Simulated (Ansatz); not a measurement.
Molecular dynamics of AlF$_{2}$H$_{4}$N

input.yaml

```yaml
crystal:
  periodic: [false, false, false]
  atoms:
    - { symbol: Al, position_ang: [-0.030576, 0.265669, 0.164826] }
    - { symbol: "N", position_ang: [-0.028923, 0.061354, 2.027941] }
    - { symbol: H, position_ang: [-0.819908, -0.340757, 2.533063] }
    - { symbol: H, position_ang: [0.832319, -0.127589, 2.543027] }
    - { symbol: F, position_ang: [1.437993, 0.092278, -0.594188] }
    - { symbol: F, position_ang: [-1.432966, -0.199237, -0.597316] }
    - { symbol: H, position_ang: [-0.204801, 1.966488, 0.711111] }
    - { symbol: H, position_ang: [-0.168338, 1.404994, 1.547936] }
basis:
  gaussian: { orbitals: def2-SVP }
hamiltonian:
  xc: b3lyp
md:
  timestep: 0.5
  n_steps: 200
  ensemble: nve
  temperature: 100.0
  initial_velocities: maxwell_boltzmann
  seed: 3447
```

Run as:

```bash
$ ansatz run input.yaml --threads 1 --pin off --max-ram 2048MiB --backend cpu --events-out ev --progress --plain --runs-dir out
```

It starts at the highest image of a converged band, a first-order saddle point between two minima.

Output, in part (one step line in 3, the closing report, with atoms numbered from 0):

```
md step     0: t =     0.00 fs  T =   100.0 K  F+E_penalty+E_count = -13582.66227038 eV  E_kin = 0.077556 eV  conserved = -13582.58471438 eV  (23 SCF iters)
md step     3: t =     1.50 fs  T =    80.8 K  F+E_penalty+E_count = -13582.64702172 eV  E_kin = 0.062642 eV  conserved = -13582.58438002 eV  (22 SCF iters)
md step     6: t =     3.00 fs  T =    66.5 K  F+E_penalty+E_count = -13582.63584488 eV  E_kin = 0.051579 eV  conserved = -13582.58426589 eV  (23 SCF iters)
md step     9: t =     4.50 fs  T =    74.7 K  F+E_penalty+E_count = -13582.64249696 eV  E_kin = 0.057903 eV  conserved = -13582.58459370 eV  (23 SCF iters)
md step    12: t =     6.00 fs  T =    63.6 K  F+E_penalty+E_count = -13582.63371819 eV  E_kin = 0.049319 eV  conserved = -13582.58439956 eV  (22 SCF iters)
md step    15: t =     7.50 fs  T =    61.6 K  F+E_penalty+E_count = -13582.63198120 eV  E_kin = 0.047784 eV  conserved = -13582.58419722 eV  (22 SCF iters)
md step    18: t =     9.00 fs  T =    92.3 K  F+E_penalty+E_count = -13582.65617238 eV  E_kin = 0.071553 eV  conserved = -13582.58461900 eV  (23 SCF iters)
md step    21: t =    10.50 fs  T =   103.6 K  F+E_penalty+E_count = -13582.66473368 eV  E_kin = 0.080367 eV  conserved = -13582.58436707 eV  (23 SCF iters)
md step    24: t =    12.00 fs  T =   125.9 K  F+E_penalty+E_count = -13582.68179644 eV  E_kin = 0.097642 eV  conserved = -13582.58415485 eV  (24 SCF iters)
md step    27: t =    13.50 fs  T =   188.7 K  F+E_penalty+E_count = -13582.73088075 eV  E_kin = 0.146333 eV  conserved = -13582.58454734 eV  (27 SCF iters)
md step    30: t =    15.00 fs  T =   240.6 K  F+E_penalty+E_count = -13582.77115019 eV  E_kin = 0.186604 eV  conserved = -13582.58454669 eV  (28 SCF iters)
md step    33: t =    16.50 fs  T =   290.0 K  F+E_penalty+E_count = -13582.80906838 eV  E_kin = 0.224941 eV  conserved = -13582.58412713 eV  (27 SCF iters)
md step    36: t =    18.00 fs  T =   389.1 K  F+E_penalty+E_count = -13582.88640043 eV  E_kin = 0.301757 eV  conserved = -13582.58464352 eV  (27 SCF iters)
md step    39: t =    19.50 fs  T =   472.6 K  F+E_penalty+E_count = -13582.95119837 eV  E_kin = 0.366544 eV  conserved = -13582.58465400 eV  (27 SCF iters)
md step    42: t =    21.00 fs  T =   533.2 K  F+E_penalty+E_count = -13582.99781877 eV  E_kin = 0.413550 eV  conserved = -13582.58426916 eV  (27 SCF iters)
md step    45: t =    22.50 fs  T =   620.0 K  F+E_penalty+E_count = -13583.06547811 eV  E_kin = 0.480828 eV  conserved = -13582.58465028 eV  (27 SCF iters)
md step    48: t =    24.00 fs  T =   680.3 K  F+E_penalty+E_count = -13583.11250773 eV  E_kin = 0.527647 eV  conserved = -13582.58486081 eV  (27 SCF iters)
md step    51: t =    25.50 fs  T =   696.6 K  F+E_penalty+E_count = -13583.12447623 eV  E_kin = 0.540257 eV  conserved = -13582.58421942 eV  (27 SCF iters)
md step    54: t =    27.00 fs  T =   742.5 K  F+E_penalty+E_count = -13583.16068540 eV  E_kin = 0.575853 eV  conserved = -13582.58483247 eV  (28 SCF iters)
md step    57: t =    28.50 fs  T =   749.4 K  F+E_penalty+E_count = -13583.16587328 eV  E_kin = 0.581199 eV  conserved = -13582.58467417 eV  (27 SCF iters)
md step    60: t =    30.00 fs  T =   731.3 K  F+E_penalty+E_count = -13583.15142850 eV  E_kin = 0.567205 eV  conserved = -13582.58422350 eV  (22 SCF iters)
md step    63: t =    31.50 fs  T =   747.0 K  F+E_penalty+E_count = -13583.16409488 eV  E_kin = 0.579367 eV  conserved = -13582.58472806 eV  (27 SCF iters)
md step    66: t =    33.00 fs  T =   736.8 K  F+E_penalty+E_count = -13583.15595814 eV  E_kin = 0.571424 eV  conserved = -13582.58453374 eV  (27 SCF iters)
md step    69: t =    34.50 fs  T =   723.6 K  F+E_penalty+E_count = -13583.14553487 eV  E_kin = 0.561232 eV  conserved = -13582.58430257 eV  (28 SCF iters)
md step    72: t =    36.00 fs  T =   739.4 K  F+E_penalty+E_count = -13583.15809416 eV  E_kin = 0.573449 eV  conserved = -13582.58464480 eV  (28 SCF iters)
md step    75: t =    37.50 fs  T =   742.3 K  F+E_penalty+E_count = -13583.16017313 eV  E_kin = 0.575716 eV  conserved = -13582.58445714 eV  (27 SCF iters)
md step    78: t =    39.00 fs  T =   749.7 K  F+E_penalty+E_count = -13583.16590073 eV  E_kin = 0.581435 eV  conserved = -13582.58446608 eV  (26 SCF iters)
md step    81: t =    40.50 fs  T =   765.5 K  F+E_penalty+E_count = -13583.17819344 eV  E_kin = 0.593717 eV  conserved = -13582.58447616 eV  (28 SCF iters)
md step    84: t =    42.00 fs  T =   781.8 K  F+E_penalty+E_count = -13583.19100083 eV  E_kin = 0.606312 eV  conserved = -13582.58468930 eV  (28 SCF iters)
md step    87: t =    43.50 fs  T =   774.1 K  F+E_penalty+E_count = -13583.18480761 eV  E_kin = 0.600350 eV  conserved = -13582.58445779 eV  (28 SCF iters)
md step    90: t =    45.00 fs  T =   769.2 K  F+E_penalty+E_count = -13583.18102899 eV  E_kin = 0.596569 eV  conserved = -13582.58446023 eV  (27 SCF iters)
md step    93: t =    46.50 fs  T =   767.0 K  F+E_penalty+E_count = -13583.17961162 eV  E_kin = 0.594854 eV  conserved = -13582.58475748 eV  (28 SCF iters)
md step    96: t =    48.00 fs  T =   733.8 K  F+E_penalty+E_count = -13583.15339366 eV  E_kin = 0.569115 eV  conserved = -13582.58427899 eV  (29 SCF iters)
md step    99: t =    49.50 fs  T =   730.6 K  F+E_penalty+E_count = -13583.15110039 eV  E_kin = 0.566642 eV  conserved = -13582.58445832 eV  (28 SCF iters)
md step   102: t =    51.00 fs  T =   734.3 K  F+E_penalty+E_count = -13583.15425053 eV  E_kin = 0.569485 eV  conserved = -13582.58476519 eV  (28 SCF iters)
md step   105: t =    52.50 fs  T =   708.6 K  F+E_penalty+E_count = -13583.13376366 eV  E_kin = 0.549576 eV  conserved = -13582.58418756 eV  (28 SCF iters)
md step   108: t =    54.00 fs  T =   720.0 K  F+E_penalty+E_count = -13583.14306216 eV  E_kin = 0.558394 eV  conserved = -13582.58466857 eV  (28 SCF iters)
md step   111: t =    55.50 fs  T =   711.1 K  F+E_penalty+E_count = -13583.13617332 eV  E_kin = 0.551501 eV  conserved = -13582.58467236 eV  (28 SCF iters)
md step   114: t =    57.00 fs  T =   678.9 K  F+E_penalty+E_count = -13583.11087589 eV  E_kin = 0.526560 eV  conserved = -13582.58431609 eV  (28 SCF iters)
md step   117: t =    58.50 fs  T =   667.8 K  F+E_penalty+E_count = -13583.10257102 eV  E_kin = 0.517907 eV  conserved = -13582.58466375 eV  (28 SCF iters)
md step   120: t =    60.00 fs  T =   638.4 K  F+E_penalty+E_count = -13583.07964079 eV  E_kin = 0.495128 eV  conserved = -13582.58451232 eV  (28 SCF iters)
md step   123: t =    61.50 fs  T =   606.5 K  F+E_penalty+E_count = -13583.05482883 eV  E_kin = 0.470387 eV  conserved = -13582.58444196 eV  (23 SCF iters)
md step   126: t =    63.00 fs  T =   583.4 K  F+E_penalty+E_count = -13583.03700514 eV  E_kin = 0.452487 eV  conserved = -13582.58451801 eV  (22 SCF iters)
md step   129: t =    64.50 fs  T =   560.6 K  F+E_penalty+E_count = -13583.01927824 eV  E_kin = 0.434753 eV  conserved = -13582.58452512 eV  (28 SCF iters)
md step   132: t =    66.00 fs  T =   533.7 K  F+E_penalty+E_count = -13582.99837623 eV  E_kin = 0.413890 eV  conserved = -13582.58448649 eV  (22 SCF iters)
md step   135: t =    67.50 fs  T =   513.9 K  F+E_penalty+E_count = -13582.98288562 eV  E_kin = 0.398570 eV  conserved = -13582.58431534 eV  (23 SCF iters)
md step   138: t =    69.00 fs  T =   519.7 K  F+E_penalty+E_count = -13582.98768543 eV  E_kin = 0.403041 eV  conserved = -13582.58464474 eV  (23 SCF iters)
md step   141: t =    70.50 fs  T =   512.0 K  F+E_penalty+E_count = -13582.98144590 eV  E_kin = 0.397072 eV  conserved = -13582.58437402 eV  (22 SCF iters)
md step   144: t =    72.00 fs  T =   525.9 K  F+E_penalty+E_count = -13582.99218859 eV  E_kin = 0.407840 eV  conserved = -13582.58434883 eV  (22 SCF iters)
md step   147: t =    73.50 fs  T =   558.0 K  F+E_penalty+E_count = -13583.01755014 eV  E_kin = 0.432737 eV  conserved = -13582.58481328 eV  (28 SCF iters)
md step   150: t =    75.00 fs  T =   555.9 K  F+E_penalty+E_count = -13583.01536613 eV  E_kin = 0.431096 eV  conserved = -13582.58427052 eV  (25 SCF iters)
md step   153: t =    76.50 fs  T =   580.6 K  F+E_penalty+E_count = -13583.03488021 eV  E_kin = 0.450281 eV  conserved = -13582.58459894 eV  (23 SCF iters)
md step   156: t =    78.00 fs  T =   592.2 K  F+E_penalty+E_count = -13583.04401833 eV  E_kin = 0.459256 eV  conserved = -13582.58476194 eV  (28 SCF iters)
md step   159: t =    79.50 fs  T =   570.7 K  F+E_penalty+E_count = -13583.02691276 eV  E_kin = 0.442617 eV  conserved = -13582.58429549 eV  (22 SCF iters)
md step   162: t =    81.00 fs  T =   570.2 K  F+E_penalty+E_count = -13583.02686304 eV  E_kin = 0.442194 eV  conserved = -13582.58466917 eV  (28 SCF iters)
md step   165: t =    82.50 fs  T =   553.2 K  F+E_penalty+E_count = -13583.01354178 eV  E_kin = 0.429050 eV  conserved = -13582.58449152 eV  (28 SCF iters)
md step   168: t =    84.00 fs  T =   541.0 K  F+E_penalty+E_count = -13583.00389345 eV  E_kin = 0.419551 eV  conserved = -13582.58434277 eV  (22 SCF iters)
md step   171: t =    85.50 fs  T =   552.7 K  F+E_penalty+E_count = -13583.01320241 eV  E_kin = 0.428632 eV  conserved = -13582.58457032 eV  (28 SCF iters)
md step   174: t =    87.00 fs  T =   564.4 K  F+E_penalty+E_count = -13583.02209234 eV  E_kin = 0.437696 eV  conserved = -13582.58439667 eV  (28 SCF iters)
md step   177: t =    88.50 fs  T =   587.6 K  F+E_penalty+E_count = -13583.04024198 eV  E_kin = 0.455686 eV  conserved = -13582.58455630 eV  (28 SCF iters)
md step   180: t =    90.00 fs  T =   611.2 K  F+E_penalty+E_count = -13583.05843170 eV  E_kin = 0.474039 eV  conserved = -13582.58439302 eV  (28 SCF iters)
md step   183: t =    91.50 fs  T =   648.6 K  F+E_penalty+E_count = -13583.08769862 eV  E_kin = 0.503064 eV  conserved = -13582.58463462 eV  (28 SCF iters)
md step   186: t =    93.00 fs  T =   671.8 K  F+E_penalty+E_count = -13583.10557266 eV  E_kin = 0.521040 eV  conserved = -13582.58453256 eV  (28 SCF iters)
md step   189: t =    94.50 fs  T =   694.8 K  F+E_penalty+E_count = -13583.12323663 eV  E_kin = 0.538841 eV  conserved = -13582.58439556 eV  (28 SCF iters)
md step   192: t =    96.00 fs  T =   726.7 K  F+E_penalty+E_count = -13583.14842589 eV  E_kin = 0.563607 eV  conserved = -13582.58481886 eV  (28 SCF iters)
md step   195: t =    97.50 fs  T =   720.8 K  F+E_penalty+E_count = -13583.14338388 eV  E_kin = 0.558988 eV  conserved = -13582.58439569 eV  (28 SCF iters)
md step   198: t =    99.00 fs  T =   725.8 K  F+E_penalty+E_count = -13583.14738631 eV  E_kin = 0.562880 eV  conserved = -13582.58450620 eV  (28 SCF iters)
md step   200: t =   100.00 fs  T =   731.7 K  F+E_penalty+E_count = -13583.15232977 eV  E_kin = 0.567464 eV  conserved = -13582.58486610 eV  (24 SCF iters)
Total energy: -13583.15261766 eV, -499.1716517075 hartree
Atom 0 at     0.011858    -0.066891     0.294299 Å, force     0.505103     0.656764    -1.220945 eV/Å
Atom 1 at     0.011465    -0.320234     2.001487 Å, force     0.273575    -0.152113     0.271457 eV/Å
Atom 2 at    -0.811694    -0.574425     2.518639 Å, force    -0.367106    -0.091258     0.312451 eV/Å
Atom 3 at     0.841790    -0.415711     2.566268 Å, force     0.192360    -0.008548     0.221508 eV/Å
Atom 4 at     1.437399     0.294095    -0.543414 Å, force    -0.881613    -0.314543     0.446764 eV/Å
Atom 5 at    -1.455482     0.011511    -0.489715 Å, force     0.278054    -0.089875    -0.030558 eV/Å
Atom 6 at    -0.848293     4.782773    -1.867902 Å, force     0.004932     0.097472    -0.015622 eV/Å
Atom 7 at    -0.804026     5.538894    -1.964897 Å, force    -0.005306    -0.097899     0.014946 eV/Å
Dipole moment:     0.019852    -0.229252     0.540271 e Å
```

All steps were run. The conserved energy stayed within 0.074 meV per atom of its start (net change -0.019 meV per atom), so the integration is sound. The kinetic energy rose, since the run started high on the potential surface and went downhill. It ends in pieces (AlF2H2N + H2), so much of that is their flight and rotation, not heat. A run of 0.1 ps of so small a system gives no equilibrium averages. The orbitals stay closed-shell, which can raise the energy where a bond breaks towards radicals; this wasn't checked here.

Between its relaxed ends the band would form Al1–H7, N2–H8 and break H7–H8. These pairs go: Al1–H7 1.79 → 5.38 Å, N2–H8 1.43 → 7.12 Å, H7–H8 1.01 → 0.76 Å. In the last frame they stand as before the step (other bonds may differ from the relaxed reactants and products). Also parted: Al1–H8 1.80 → 6.10 Å. It ends as AlF2H2N + H2. Pairs count as bonded within 1.25 times the sum of covalent radii (0.12 Å more for H–H).

Last frame:

```xyz
8
Properties=species:S:1:pos:R:3
Al 0.012 -0.067 0.294
N 0.011 -0.320 2.002
H -0.812 -0.574 2.519
H 0.842 -0.416 2.566
F 1.437 0.294 -0.543
F -1.456 0.011 -0.490
H -0.848 4.783 -1.868
H -0.804 5.539 -1.965
```

Run time: 8.2 min on 1 thread of Arm Neoverse V1, with other jobs on the host, peak memory 0.17 GiB.
